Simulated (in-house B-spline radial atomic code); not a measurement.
A radial electron density 4πr²n(r) was computed for an atom or ion in its tabulated ground configuration with a B-spline radial code for spherical atoms; method: Dirac-Kohn-Sham PBE, spherical fractional occupations. Columns: r (bohr), 4πr²n(r) (electrons per bohr), bar.

```
 0.00111    2.195 #
 0.00137    3.155 ##
  0.0017    4.545 ##
  0.0021    6.445 ###
  0.0026    9.084 #####
 0.00321    12.59 ######
 0.00397    17.24 #########
 0.00491    23.16 ############
 0.00608    30.47 ################
 0.00751    38.84 ####################
 0.00929    47.92 #########################
  0.0115    56.72 #############################
  0.0142    63.79 #################################
  0.0176    67.84 ###################################
  0.0217    67.89 ###################################
  0.0269    64.49 #################################
  0.0332    60.39 ###############################
  0.0411    59.55 ###############################
  0.0508    65.15 ##################################
  0.0628       76 #######################################
  0.0776    85.32 ############################################
   0.096    85.07 ############################################
   0.119    74.05 ######################################
   0.147    62.77 ################################
   0.181    62.46 ################################
   0.224     70.5 ####################################
   0.278    69.95 ####################################
   0.343    52.41 ###########################
   0.424    31.03 ################
   0.525    22.88 ############
   0.649    25.75 #############
   0.802    25.68 #############
   0.992     18.5 ##########
    1.23    10.27 #####
    1.52    5.556 ###
    1.88    3.467 ##
    2.32    2.175 #
    2.87    1.074 #
    3.55    0.372 
    4.38  0.08619 
    5.42  0.01161 
     6.7 0.0008287 
    8.29 2.679e-05
```

Q: Which atom or ion is it?
A. Te2+
B. Sb2+
C. Sn2+
D. Te3+

A: A. The area under the curve, ∫4πr²n dr = ∫r·4πr²n d(ln r) on this logarithmic grid, is 50 electrons, which only this option has. The configuration is [Kr] 4d10 5s2 5p2.
